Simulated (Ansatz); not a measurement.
Reaction (SMILES): C/C=C\CCC → C[CH]C/C=C\C + H atom (the C-H bond at the site shown breaks; other sites are not compared here)
Each molecule is optimised on its own at B3LYP-D3(BJ)/def2-TZVP (Ansatz, an electronic-structure program), one conformer each, not searched for the lowest. Frequencies are from Ansatz.
Geometry of the first species:
```
C
H 1 1.0917
H 1 1.0965 2 106.24
C 1 1.4981 2 111.13 3 118.46
C 4 1.3314 1 127.77 2 8.65
H 5 1.0865 4 117.40 1 179.10
H 4 1.0872 5 117.38 6 0.54
C 5 1.4974 6 114.99 4 -179.99
H 8 1.0888 5 112.86 6 -178.94
H 8 1.0940 9 107.88 2 -127.84
H 8 1.0941 9 107.91 10 -114.75
C 1 1.5344 2 109.17 3 -116.73
H 12 1.0937 1 108.80 2 -63.66
H 12 1.0944 13 106.16 1 117.34
C 12 1.5254 13 109.99 14 118.67
H 15 1.0915 12 111.45 13 -58.16
H 15 1.0928 16 107.78 12 122.14
H 15 1.0928 16 107.73 17 115.77
```
Charge 0, spin multiplicity 1.

Property: bond dissociation energy (enthalpy at 298 K, with B3LYP-D3(BJ) rigid-rotor harmonic-oscillator terms), in eV. Valence correlation only, unless marked. UHF or UKS for open shells. Spin-orbit coupling is left out. No relativistic terms. CBS marks a two-point X^-3 extrapolation of the correlation energy; Hartree-Fock from the larger set. The bracket is a focal-point correction in the basis named.

RI-MP2/CBS(cc-pVTZ,cc-pVQZ)+[CCSD(T)-MP2]/cc-pVTZ (Ansatz) gives 4.32 eV.

Q: Another calculation gave 3.98 eV. Which level was it?
A. revPBE/def2-TZVPD (Ansatz)
B. SVWN5/def2-TZVPD (Ansatz)
C. PBE-QIDH/def2-TZVPD (Ansatz)

A: A, revPBE/def2-TZVPD (Ansatz). The others give 4.15 (PBE-QIDH), 4.54 (SVWN5) eV.
